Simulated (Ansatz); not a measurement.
Geometry optimisation, RKS revPBE/def2-SVP (Ansatz 0.2.0).

The input (input.yaml):

```yaml
crystal:
  periodic: [false, false, false]
  atoms:
    - { symbol: Hf, position_ang: [0.0, 0.0, 0.0] }
    - { symbol: F, position_ang: [0.0, 0.0, 2.33] }
    - { symbol: O, position_ang: [1.952, 0.0, -0.6893] }
    - { symbol: H, position_ang: [2.2684, -0.9521, -0.806] }
    - { symbol: O, position_ang: [-0.975, 1.6891, -0.6893] }
    - { symbol: H, position_ang: [-1.9328, 1.4584, -0.9117] }
    - { symbol: O, position_ang: [-0.975, -1.6891, -0.6893] }
    - { symbol: H, position_ang: [-1.4296, -2.1548, 0.0831] }
    - { symbol: Cl, position_ang: [1.4789, 2.2303, 0.8892] }
    - { symbol: H, position_ang: [0.7243, 1.0923, 2.1347] }
basis:
  gaussian: { orbitals: def2-SVP }
hamiltonian:
  xc: revpbe
relax:
  f_tol: 0.15
  max_steps: 25
  restrain:
    - { distance: [0, 8], at: 2.52, k: 30.0 }
    - { distance: [9, 1], at: 0.92, k: 30.0 }
    - { distance: [0, 1], at: 3.18, k: 30.0 }
    - { distance: [9, 8], at: 2.57, k: 30.0 }
output:
  orbitals: {}
```

Run as:

```bash
$ ansatz run input.yaml --threads 4 --pin off --max-ram 5120MiB --backend cpu --events-out ev --progress --plain --runs-dir out
```

**Question.** Where does it end, and by what steps?

**Answer.** The forces met the threshold. The restraints hold the end off the free minimum; the threshold counts their pulls, which the force column leaves out. Restrained pairs: Hf1–Cl9 (2.82 → 2.50 Å), F2–H10 (1.33 → 0.93 Å), Hf1–F2 (2.33 → 3.18 Å), Cl9–H10 (1.85 → 2.56 Å). After 8 steps the energy has fallen by 2.073 eV (the restraints' own energy left out); H10 moved furthest, 1.14 Å.

```tsv
step	energy less start (eV)	largest force component (eV/Å)	accepted
0	0.0000	2.511	yes
1	0.0741	2.188	yes
2	0.0872	1.673	yes
3	-0.3991	1.981	yes
4	-1.1127	1.014	yes
5	-1.5774	0.670	yes
6	-1.8255	0.646	yes
7	-1.9953	0.576	yes
8	-2.0733	0.490	yes
```

```xyz
10
Properties=species:S:1:pos:R:3
Hf 0.270 0.432 -0.267
F -0.137 -0.178 2.826
O 1.755 -0.136 -1.399
H 2.189 -0.980 -1.611
O -0.922 1.479 -1.403
H -1.866 1.448 -1.636
O -0.705 -1.191 0.145
H -1.154 -1.882 0.650
Cl 1.308 2.117 1.267
H 0.371 0.564 3.079
```

Run time: 20 s on 4 threads of Arm Neoverse V1, with other jobs on the host, peak memory 0.19 GiB.
